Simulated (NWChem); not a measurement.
System: BiBr$_{3}$; SMILES [Br][Bi]([Br])[Br]

```xyz
4

Bi     0.0000     0.0000     0.6583
Br    -1.3531    -1.8623    -0.5689
Br    -0.9362     2.1030    -0.5689
Br     2.2893    -0.2407    -0.5689
```
Atoms are numbered in this order, from 1.

All runs: NWChem. All runs use the structure optimised with PBE0/def2-SVP. No frequency run checked for a minimum. def2 effective core potentials on Bi; no spin-orbit coupling. B3LYP is NWChem's, with the RPA form of VWN correlation. Ions are spin-unrestricted doublets at the neutral geometry; other ion states weren't tried.

**Question.** Among these, which level gives the lowest value of “−ε(HOMO) (eV)”?
A. PBE/def2-SVP
B. B3LYP/def2-SVP
C. LRC-wPBEh/def2-SVP
D. CAM-B3LYP/def2-SVP

**Answer.** A, PBE/def2-SVP. Values: PBE/def2-SVP 6.95; B3LYP/def2-SVP 7.87; CAM-B3LYP/def2-SVP 9.28; LRC-wPBEh/def2-SVP 9.92
